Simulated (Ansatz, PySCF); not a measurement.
Gas-phase reaction R1 + R2 → P1 + P2, each structure at its B3LYP-D3(BJ)/def2-TZVP stationary point, reached from a drawn start (curvature not checked).
R1: O3 (SMILES O=[O+][O-]), charge 0, multiplicity 1.
P1: O2 (SMILES O=O), charge 0, multiplicity 3.
P2, O4Ru (SMILES [O]=[Ru](=[O])(=[O])=[O]) (charge 0, multiplicity 1):
```xyz
5

Ru     0.00000     0.00000     0.00000
O      0.96909     0.96909     0.96909
O      0.96909    -0.96909    -0.96909
O     -0.96909     0.96909    -0.96909
O     -0.96909    -0.96909     0.96909
```
R2, O3Ru (SMILES [O]=[Ru](=[O])=[O]) (charge 0, multiplicity 1):
```json
[
 {"atom": "Ru", "x (Å)": "0.0000", "y (Å)": "0.0000", "z (Å)": "0.0000"},
 {"atom": "O", "x (Å)": "1.6743", "y (Å)": "0.0000", "z (Å)": "0.0000"},
 {"atom": "O", "x (Å)": "-0.8371", "y (Å)": "1.4499", "z (Å)": "0.0000"},
 {"atom": "O", "x (Å)": "-0.8371", "y (Å)": "-1.4499", "z (Å)": "0.0000"}
]
```

P less R. No zero-point or thermal terms; singlets are restricted closed shells; open shells are unrestricted; no spin–orbit coupling. The spin states of the d-block species are the ones drawn and need not be the lowest.

Programs: Ansatz (Gaussian basis) for Hartree–Fock, density functionals and correlated methods; PySCF for M06-2X and the D3/D4 terms. Each number belongs to the level named beside it. Elements past Kr take the def2 small-core potentials, without spin–orbit coupling.

**Question.** Estimate the reaction energy that M06-2X/def2-TZVPP returns for this input.

**Answer.** -272 kJ/mol

**Question.** Predict the reaction energy from revPBE-D3(BJ)/def2-TZVPP.

**Answer.** -339 kJ/mol

**Question.** What reaction energy does BLYP/def2-TZVPP give?

**Answer.** -322 kJ/mol

Ansatz is a first-principles code.
